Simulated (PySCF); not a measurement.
# Electron correlation in Sn²⁺ (tin, charge +2)

[Kr] 4d10 5s1 6s1, high-spin 3S determinant (an excited configuration). Calculation: PySCF 2.14, in aug-cc-pVDZ-PP with ECP28MDF (5s4p3d, 32 functions); a scalar-relativistic core potential. Frozen: 4s2 4p6 4d10; 2 electrons correlated.

Total MP2 correlation energy: -3.72 mhartree.

Same-spin part -3.72 and opposite-spin part 0.00 mhartree; SCS-MP2 scales them by 1/3 and 6/5 to -1.24 mhartree.
